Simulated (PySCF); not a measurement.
Gas-phase reaction: 2 GeH3 + 2 GeF4 + H2 → 4 GeH2F2

Energies from PySCF, thermal terms from the rigid-rotor harmonic-oscillator model, ideal gas at 1 bar. † marks an energy on the PBE0/def2-TZVP geometry and frequencies. MP2 and CCSD(T) freeze the core. Open shells (unrestricted): GeH3 (multiplicity 2); the rest are closed-shell singlets. Ge: all electrons, no relativistic terms. GeH3, GeH2F2: computed as isolated molecules; such fragments, hydroxides, amides, oligomers or adducts are transient or little studied in the gas. MP2 isn't extrapolated to the basis-set limit; its ΔH°(298 K) is -269.4 kJ in def2-SVP and -281.8 kJ in def2-TZVPP. CCSD(T) isn't extrapolated to the basis-set limit; its ΔH°(298 K) is -272.1 kJ in def2-SVP and -277.9 kJ in def2-TZVPP. The harmonic model lacks anharmonicity and excited electronic states, which grow with temperature; levels with a mode under 35 cm⁻¹ are left out.

ΔH° and ΔS° at 298 K: BLYP/def2-TZVP† -293 kJ, -87 J/K; CCSD(T)/def2-TZVPP† -278 kJ, -87 J/K; MP2/def2-TZVPP† -282 kJ, -87 J/K.

Q: With the heat capacities included, give log10 K (1 bar) at 1000, 1400, 1600, 2000, 2500 K from BLYP/def2-TZVP†, CCSD(T)/def2-TZVPP†, MP2/def2-TZVPP†.

A: 
```json
[
 {"T (K)": "1000", "BLYP/def2-TZVP†": "10.3", "CCSD(T)/def2-TZVPP†": "9.5", "MP2/def2-TZVPP†": "9.7"},
 {"T (K)": "1400", "BLYP/def2-TZVP†": "5.9", "CCSD(T)/def2-TZVPP†": "5.3", "MP2/def2-TZVPP†": "5.5"},
 {"T (K)": "1600", "BLYP/def2-TZVP†": "4.5", "CCSD(T)/def2-TZVPP†": "4.0", "MP2/def2-TZVPP†": "4.2"},
 {"T (K)": "2000", "BLYP/def2-TZVP†": "2.6", "CCSD(T)/def2-TZVPP†": "2.2", "MP2/def2-TZVPP†": "2.3"},
 {"T (K)": "2500", "BLYP/def2-TZVP†": "1.1", "CCSD(T)/def2-TZVPP†": "0.8", "MP2/def2-TZVPP†": "0.9"}
]
```
